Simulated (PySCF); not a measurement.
# Relaxation of quintet CoO(OH)

Method: PySCF, UPBE0, basis Co def2-TZVP, O def2-TZVP, H def2-TZVP (no relativity, density fitting). A (50,194) grid was used.

A hand-made bent (heavy-atom frame) start, with no symmetry imposed:

```xyz
4
charge 0 multiplicity 5, angstrom
Co    0.0411   -0.0081   -0.3481
O     1.3517   -0.0081    0.5696
O    -1.3842   -0.0081    0.6499
H    -1.8897    0.7273    1.0039
```

(1) What forces act on the atoms at the start (eV/Å)?

(2) What does it relax to?

(3) How much energy is released, and in how many steps?

Results:

(1) 
```tsv
atom	Fx	Fy	Fz
Co1	-0.44	0.08	0.28
O2	1.94	-0.03	-0.06
O3	-1.59	0.06	-0.08
H4	0.10	-0.10	-0.14
```

(2) It ends at Cs with Co–O 1.622 Å, Co–O 1.770 Å, O–H 0.956 Å; Co–O–H 129.4°, O–Co–O 179.0° (after a last refinement on a finer grid). A frequency run shows a minimum.

(3) 84.7 kJ/mol in 13 steps.

Open d and f shells are described by one determinant, and the ground state may have another occupation or spin.

The relaxation took 42 s on 4 threads of a shared Arm Neoverse V1 host, with 113 basis functions and 14 gradients; the process peaked at 0.82 GiB. Launch command: `OMP_NUM_THREADS=4 python axn.py task.json out`.
